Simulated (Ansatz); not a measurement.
Reaction (redistribution): `[BH2][GeH2][Cl]` + `[CH3][Sb]([CH3])[SiH3]` → `[BH2][Sb]([CH3])[CH3]` + `[SiH3][GeH2][Cl]`

Calculated with Ansatz (gas phase, PBE0-D4/def2-TZVP geometries, no zero-point term in ΔE). CCSD(T)/CBS adds triple-zeta CCSD(T) − MP2 to the extrapolated MP2 energy (def2 sets, frozen cores). DFT in def2-TZVPP. B3LYP here is the variant with VWN-RPA as its local correlation; programs differ in this. def2 core potentials past Kr. For Ge, Sb outer-core shells are correlated without core-valence functions, which leaves a few kJ/mol of doubt a bond. Scalar relativity is left out up to krypton.

```
             level  ΔE (kJ/mol)  difference from CCSD(T)/CBS
            PBE-D4         -0.9                         -3.7
         r2SCAN-D4          0.0                         -2.8
           PBE0-D4          1.3                         -1.5
          B3LYP-D4          2.8                          0.0
           ωB97X-V          3.3                          0.5
           ωB97M-V          3.2                          0.4
            B2PLYP          0.3                         -2.5
               PBE         -2.6                         -5.4
            r2SCAN         -0.4                         -3.2
              PBE0         -0.2                         -3.0
             B3LYP          0.1                         -2.7
     HF/def2-TZVPP          4.1                          1.3
    MP2/def2-TZVPP          1.4                         -1.4
SCS-MP2/def2-TZVPP          2.3                         -0.5
   CCSD/def2-TZVPP          1.0                         -1.8
CCSD(T)/def2-TZVPP         -0.1                         -2.9
     HF/def2-QZVPP          3.6                          0.8
    MP2/def2-QZVPP          2.9                          0.1
SCS-MP2/def2-QZVPP          3.6                          0.8
      HF/CBS(def2)          3.6                          0.8
     MP2/CBS(def2)          4.4                          1.6
    CCSD/CBS(def2)          3.9                          1.1
       CCSD(T)/CBS          2.8                            0
```

Largest T1 diagnostic among the species: 0.014.
